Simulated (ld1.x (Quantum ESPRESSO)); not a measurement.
**An all-electron radial function and its pseudo partner (Zn)**

Columns: radius, all-electron u(r) and pseudo u(r) of the 4s shell (level -6.00 eV) of zinc in the configuration [Ne] 3s2 3p6 3d10 4s2 4p0; PBEsol, scalar-relativistic, ultrasoft scheme, ld1.x (Quantum ESPRESSO) 7.5.

| r (bohr) | all-electron | pseudo |
| --- | --- | --- |
| 0.113 | -0.1345 | -0.0571 |
| 0.225 | -0.0901 | -0.1133 |
| 0.338 | 0.1340 | -0.1692 |
| 0.450 | 0.2632 | -0.2232 |
| 0.563 | 0.2673 | -0.2761 |
| 0.675 | 0.1880 | -0.3263 |
| 0.788 | 0.0680 | -0.3746 |
| 0.900 | -0.0616 | -0.4196 |
| 1.013 | -0.1868 | -0.4619 |
| 1.125 | -0.2974 | -0.5004 |
| 1.238 | -0.3925 | -0.5355 |
| 1.350 | -0.4700 | -0.5665 |
| 1.463 | -0.5321 | -0.5935 |
| 1.575 | -0.5795 | -0.6160 |
| 1.688 | -0.6146 | -0.6343 |
| 1.800 | -0.6386 | -0.6479 |
| 1.913 | -0.6535 | -0.6570 |
| 2.025 | -0.6605 | -0.6613 |
| 2.138 | -0.6610 | -0.6610 |
| 2.250 | -0.6561 | -0.6561 |
| 2.363 | -0.6466 | -0.6466 |
| 2.475 | -0.6337 | -0.6337 |
| 2.588 | -0.6178 | -0.6178 |
| 2.700 | -0.5997 | -0.5997 |
| 2.813 | -0.5798 | -0.5798 |
| 2.925 | -0.5588 | -0.5588 |

Q: How many radial nodes do the two functions have?

A: The all-electron 4s function has n − l − 1 = 3 (the table is too coarse to show those close to the nucleus); the pseudo-wave has 0, since the states of the same l below it are removed with the core.

Q: At about which radius was the pseudo-wave matched?

A: 2.25 bohr, where the columns begin to agree (steps of 0.11 bohr).

Q: Where does each function peak?

A: Outermost all-electron maximum near 2.14 bohr, pseudo maximum near 2.02 bohr (to the table’s step).

Q: Is the pseudo-wave norm-conserving?

A: No, it belongs to an ultrasoft set: the norm inside the radius is not constrained, and the difference is carried by the augmentation charge.
